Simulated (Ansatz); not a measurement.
A trace of molecular dynamics of CH7NO3Si2 (14 atoms, charge 0, multiplicity 1).

The calculation used UKS LDA/STO-3G in Ansatz 0.2.0.

- ensemble: NVE (velocity Verlet)
- starting velocities drawn for: 1500 K
- seed: 119577

```csv
time (fs),T (K),potential energy less start (eV),conserved less start (meV/atom)
0.0,1500,0.000,0.00
4.0,1314,1.773,106.03
8.0,1003,2.195,101.69
12.0,1559,3.409,250.02
16.0,3273,6.737,677.61
20.0,3062,6.883,664.68
24.0,2750,7.462,671.47
28.0,2784,7.349,667.13
32.0,2904,7.180,668.45
36.0,2804,7.400,673.02
40.0,2882,7.222,668.91
44.0,2768,7.420,670.53
48.0,2619,7.653,670.62
52.0,2762,7.455,672.32
56.0,2767,7.484,674.95
60.0,3218,6.692,668.36
64.0,2927,7.122,666.86
68.0,2664,7.617,673.07
72.0,2998,6.999,665.96
76.0,2850,7.243,666.90
80.0,2711,7.498,669.79
```

Problem. Can this run be trusted? Judge the integration.

Solution. The conserved energy changed by up to 680 meV per atom, so the integration failed: the time step of 2 fs is too long for the fastest motions that this run met, and the later frames carry no physical meaning.

Time of the run: 2.1 min on 1 thread of Arm Neoverse V2 (shared host), peak memory 0.13 GiB.
